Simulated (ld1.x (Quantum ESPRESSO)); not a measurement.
# Configuration tests for germanium (TM semilocal)

* Element: Ge
* Generator: ld1.x (Quantum ESPRESSO) 7.5
* Type: norm-conserving Troullier–Martins (semilocal form)
* Functional: PBEsol
* Relativity: scalar-relativistic
* Frozen core: [Ar]
* Valence charge: 14
* Reference configuration: 3d10 4s2 4p1 (charge +1)
* Partial waves: 4s (bound): rc 1.60 bohr; 3d (bound): rc 1.15 bohr; 4p (bound): rc 2.10 bohr
* Local potential: the p channel
* Core correction: none

Energies are relative to the spin-unpolarised reference configuration 3d10 4s2 4p1; without spin polarisation the order of configurations can differ from experiment.

```
valence configuration  charge  ΔE all-electron (eV)  error AE − PS (meV)
         3d10 4s2 4p2       0                -7.453                 +1.3
         3d10 4s2 4p0      +2                15.449                 -2.6
         3d10 4s1 4p0      +3                50.237                 +5.6
         3d10 4s0 4p4       0                 8.759                 -0.1
       3d10 4s2 4p2.3    -0.3                -8.336                 +1.6
```

(1) What are ΔE and the potential's error for 3d10 4s0 4p0?

(2) What are ΔE and the potential's error for 3d10 4s2 4p1.5?

Answers

(1) ΔE = 96.371 eV all-electron; the error (AE − PS) is +84 meV.

(2) ΔE = -4.648 eV all-electron; the error (AE − PS) is +0.7 meV.

ld1.x printed “convergence not achieved” for 5 of the counted tests; their residual had stalled under 1e-8, short of the target of 1e-14.
